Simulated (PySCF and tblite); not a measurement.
Results of a calculation; reference values are marked as such.
# Conformers and averaged properties: C7H14Cl2, numbered as in [CH3:1][C:2]([CH3:3])([Cl:4])[CH2:5][C:6]([CH3:7])([CH3:8])[Cl:9]

Level: B97-D-D3(BJ)/6-31+G* (IEF-PCM, methanol)//GFN2-xTB, thermal terms from GFN2-xTB, symmetry numbers and mirror pairs counted. Conformers within 4 kcal/mol (GFN2-xTB free energy) were kept, 4 at most. GIAO shieldings: LC-wPBE/pcSseg-1 (IEF-PCM, methanol). Shifts are against TMS (¹H), TMS (¹³C) at the same level. Run with PySCF (density fitting) and tblite.

Torsions listed: Cl4–C2–C5–C6, C2–C5–C6–Cl9. Of a mirror pair one member is shown.

```
conformer       shape   symmetry  E(GFN2) kcal/mol  E(DFT) kcal/mol  G(298.15 K) kcal/mol  weight %  dipole D
        1  -73°, 170°  C1 (pair)              1.28             0.09                  0.00      61.5      3.81
        2    73°, 73°  C2 (pair)              0.00             0.00                  0.35      33.9      2.40
        3   38°, 162°  C1 (pair)              1.33             1.76                  1.62       4.0      2.41
        4   78°, -38°  C1 (pair)              2.41             2.78                  2.71       0.6      5.57
```

Weights (%) against temperature:

```json
{"T (K)": "298.15", "1": "61.5", "2": "33.9", "3": "4.0", "4": "0.6", "S(mix) cal/mol/K": "3.02"}
{"T (K)": "350", "1": "60.5", "2": "32.4", "3": "6.0", "4": "1.2", "S(mix) cal/mol/K": "3.15"}
{"T (K)": "450", "1": "57.8", "2": "29.9", "3": "9.6", "4": "2.7", "S(mix) cal/mol/K": "3.36"}
{"T (K)": "600", "1": "53.7", "2": "27.2", "3": "14.1", "4": "5.1", "S(mix) cal/mol/K": "3.60"}
{"T (K)": "800", "1": "49.2", "2": "24.6", "3": "18.1", "4": "8.0", "S(mix) cal/mol/K": "3.77"}
```

Averaged shifts at 298.15 K. ¹H: 2.37 (H5, 2H), 1.76 (H1/H3/H7/H8, 12H) ppm. ¹³C: 71.6 (C2/C6), 60.3 (C5), 35.9 (C1/C3/C7/C8) ppm.

Coordinates of conformer 1 (Å):

```xyz
23

C     2.506    0.822    0.057
C     1.182    0.155    0.423
C     1.257   -1.337    0.141
Cl    0.996    0.359    2.212
C     0.051    0.911   -0.293
C    -1.391    0.382   -0.283
C    -1.953    0.110    1.101
C    -1.634   -0.787   -1.228
Cl   -2.364    1.765   -0.970
H     2.470    1.890    0.257
H     3.319    0.392    0.637
H     2.717    0.671   -1.000
H     2.168   -1.746    0.572
H     0.416   -1.868    0.578
H     1.273   -1.510   -0.932
H     0.351    1.013   -1.340
H     0.031    1.917    0.134
H    -3.014   -0.121    1.033
H    -1.827    0.977    1.745
H    -1.444   -0.735    1.557
H    -2.704   -0.937   -1.356
H    -1.198   -0.592   -2.204
H    -1.212   -1.704   -0.830
```

Shifts are unscaled: against experiment ¹³C can be off by 15 ppm or more and ¹H by 0.8 ppm.
